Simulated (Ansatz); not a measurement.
BrClFH2NSi (`N[Si](F)(Cl)Br`) from Hartree–Fock to CCSD(T)

| atom | x (Å) | y (Å) | z (Å) |
| --- | --- | --- | --- |
| N1 | -0.648 | -0.391 | 0.795 |
| Si2 | 0.306 | 0.171 | -0.463 |
| F3 | 0.336 | -0.764 | -1.743 |
| Cl4 | -0.424 | 1.952 | -1.101 |
| Br5 | 2.391 | 0.313 | 0.207 |
| H6 | -0.326 | -1.075 | 1.457 |
| H7 | -1.635 | -0.206 | 0.848 |

Charge 0, multiplicity 1. Correlated methods include outer-core shells of Br, which these sets cover unevenly. Scalar relativity is left out up to krypton. The structure was optimised at the PBE0-D4/def2-TZVP level. It is one conformer, not always the lowest. Frozen core, restricted reference, Ansatz.

| basis | HF (Eh) | MP2 corr. | CCSD corr. | (T) | CCSD(T) total |
| --- | --- | --- | --- | --- | --- |
| def2-SVP | ? | ? | ? | -0.01741 | ? |
| def2-TZVPP | -3476.21816 | -1.03658 | ? | -0.03865 | ? |
| def2-QZVPP | -3476.29732 | -1.42519 | – | – | – |

Fill in the withheld values. (Estimate.)

The calculation gave: def2-SVP HF (Eh): -3475.43045; def2-SVP MP2 corr.: -0.80399; def2-SVP CCSD corr.: -0.83044; def2-SVP CCSD(T) total: -3476.27830; def2-TZVPP CCSD corr.: -1.06455; def2-TZVPP CCSD(T) total: -3477.32136.
